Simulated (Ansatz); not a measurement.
The same path of H₂Se₂ (4 atoms, charge 0, multiplicity 1) was run twice with different band settings. Lost on the way: Se1–H3. Made: Se2–H3.

These are results of RKS PBE-D4/def2-SVP (Ansatz 0.2.0), not measurements.

Relaxed end points:

```xyz
4
Properties=species:S:1:pos:R:3
Se 0.515 -1.144 0.352
Se 0.488 1.180 -0.013
H -0.820 -1.238 1.013
H -0.128 1.142 -1.372
```

```xyz
4
Properties=species:S:1:pos:R:3
Se 1.540 -1.297 0.077
Se 0.153 0.469 0.327
H -1.245 -0.071 0.629
H -0.393 0.838 -1.054
```

Common settings: spring 5.0 eV/Å²; optimiser quadratic models (default); start path through a guess of the saddle point; force threshold 0.03 eV/Å; iteration limit 60; end points relaxed.

| run | movable images | climbing image |
| --- | --- | --- |
| 1 | 7 | yes |
| 2 | 6 | no |

What does each run give, and how far can it be trusted?

Run 1: converged after 7 iterations, highest image 1.775 eV above the first end. A vibrational analysis at the climbing image gives one clearly imaginary mode, 822i cm⁻¹: a first-order saddle point.
Run 2: converged after 6 iterations, highest image 1.731 eV above the first end. No image climbed, so the highest image needn't sit at the top of the path.
The orbitals stay closed-shell, which can raise the energy where a bond breaks towards radicals; this wasn't checked here.
